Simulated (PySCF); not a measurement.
Two species compared at the same levels of theory.

First species: C3H11PSi2.
Z-matrix (Å and degrees, GFN2-xTB geometry), rows numbered from 1:
```
C 
Si  1  1.8950
C   2  1.9207  1  113.67
Si  3  1.9187  2   91.63  1   115.68
P   4  2.2438  3  111.25  2   111.86
C   4  1.9190  3   88.41  2    -0.43
H   1  1.0850  2  110.96  3    70.79
H   1  1.0854  2  111.29  3   -49.28
H   1  1.0850  2  111.20  3  -169.43
H   2  1.4678  1  111.11  3  -130.47
H   3  1.0866  2  114.39  1  -126.61
H   3  1.0860  2  114.89  1    -2.51
H   4  1.4738  3  114.61  2  -116.51
H   5  1.3831  4   94.61  3  -177.94
H   5  1.3831  4   94.78  3    89.47
H   6  1.0865  2  114.42  1   126.63
H   6  1.0860  2  114.92  1     2.48
```

Second species: C4H15NSi2.
Numbering: `[CH3:1][NH:2][C:3]([CH3:4])([CH3:5])[SiH2:6][SiH3:7]` (hydrogens: H8, H9, H10 on C1; H11 on N2; H12, H13, H14 on C4; H15, H16, H17 on C5; H18, H19 on Si6; H20, H21, H22 on Si7)

Levels: PBE0/pcSseg-1 for dipole moment, HOMO energy, LUMO energy and HOMO–LUMO gap; GFN2-xTB for rotational constant A and rotational constant C. Geometries: GFN2-xTB. All species are isolated and taken at one optimised geometry, non-relativistic unless stated; the electronic structure was computed with PySCF and density fitting.

The conformers computed, where there is a choice (atom-mapped SMILES and torsion angles):
- `[CH3:1][Si@H:2]1[CH2:3][Si@H:4]([PH2:5])[CH2:6]1`: H–P5–Si4–C3 -178°, H–P5–Si4–C3 89°
- `[CH3:1][NH:2][C:3]([CH3:4])([CH3:5])[SiH2:6][SiH3:7]`: C1–N2–C3–C4 -171°, N2–C3–Si6–Si7 -45°

(1) Which has the higher HOMO energy?

(2) Which has the higher rotational constant C?

(3) Which of the two has the higher rotational constant A, and by how much?

(4) Which of the two has the higher dipole moment, and by how much?

(5) Which of the two has the higher LUMO energy, and by how much?

(6) Which of the two has the higher HOMO–LUMO gap, and by how much?

Answers

(1) The second: -6.18 eV against -7.38 eV, a difference of 1.20 eV.

(2) The second: 1.021 GHz against 0.863 GHz, a difference of 0.158 GHz.

(3) The first: 4.707 GHz against 2.216 GHz, a difference of 2.491 GHz.

(4) The first: 1.33 D against 0.15 D, a difference of 1.18 D.

(5) The first: 0.18 eV against -0.15 eV, a difference of 0.33 eV.

(6) The first: 7.56 eV against 6.03 eV, a difference of 1.53 eV.

On the first: In atomic units the dipole is 0.52 e·bohr (1 au = 2.5417 D).

On the second: In atomic units the dipole is 0.06 e·bohr (1 au = 2.5417 D).
